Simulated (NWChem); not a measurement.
Species: C2H4OS; SMILES O=CCS

```xyz
8

O     -0.3943     2.1210    -0.1346
C     -0.2304     1.0316     0.3386
C      0.8595     0.0781    -0.0860
S      0.1796    -1.5453    -0.5509
H     -0.9051     0.6342     1.1427
H      1.6048    -0.0362     0.7178
H      1.3659     0.4875    -0.9718
H     -0.0411    -1.9911     0.7050
```
Atoms are numbered in this order, from 1.

Results from NWChem. Pople sets run with spherical d functions. Coordinates come from a PBE0/def2-SVP optimisation. Level: M05-2X/6-31G* with SMD (1 M gas to 1 M solution), gas-phase geometry.

Problem. Among these, which solvent gives the lowest value of “solvation free energy (kcal/mol)”?
A. toluene
B. dimethyl sulfoxide
C. anisole
D. water

Solution. B, dimethyl sulfoxide. Values: dimethyl sulfoxide -7.2; anisole -6.4; toluene -5.6; water -5.2
